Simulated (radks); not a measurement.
The boron anion B- inside a hard spherical wall (all orbitals vanish at R), configuration held at [He] 2s2 2p2 and not refilled when levels cross. Calculated with a radial shooting solver on a logarithmic mesh with Libxc functionals: scalar-relativistic Kohn-Sham, PBE, spin-polarised, spherical densities, finite nucleus; open shells are filled with parallel spins first; Fermi nuclear charge, rms radius 2.406 fm. Eigenvalues in eV for spin up, with the zero of energy where the potential of the charges vanishes at infinity; a dash marks a level that is unbound or too diffuse for the functional's potential to be trusted. A positive occupied level is held by the wall or, in an anion where self-interaction has pushed it up, behind a barrier. The pressure on the wall is -dE/dV.

\begin{tabular}{lrrrrrrrr}
R (bohr) & E (hartree) & kinetic (hartree) & e(1s) & e(2s) & e(2p) & e(3s, empty) & e(3p, empty) & pressure (GPa) \\ \hline
15 & -24.63802 & 24.556 & -173.37 & -3.520 & 1.884 & 2.572 & 3.186 & 0.00703 \\
12 & -24.63496 & 24.560 & -172.95 & -3.169 & 2.207 & 3.453 & 4.453 & 0.0252 \\
10 & -24.63032 & 24.570 & -172.47 & -2.805 & 2.564 & 4.550 & 5.970 & 0.0801 \\
5 & -24.49440 & 25.005 & -166.55 & 0.893 & 6.865 & 19.355 & 22.316 & 11.5 \\
4 & -24.27097 & 25.662 & -160.97 & 4.527 & 11.096 & 33.925 & 36.253 & 54.9 \\
3 & -23.51324 & 27.536 & -149.01 & 14.127 & 21.409 & 70.481 & 68.595 & 359 \\
2.5 & -22.48570 & 29.758 & -138.11 & 25.507 & 32.462 & 111.30 & 102.55 & 1110 \\
\end{tabular}
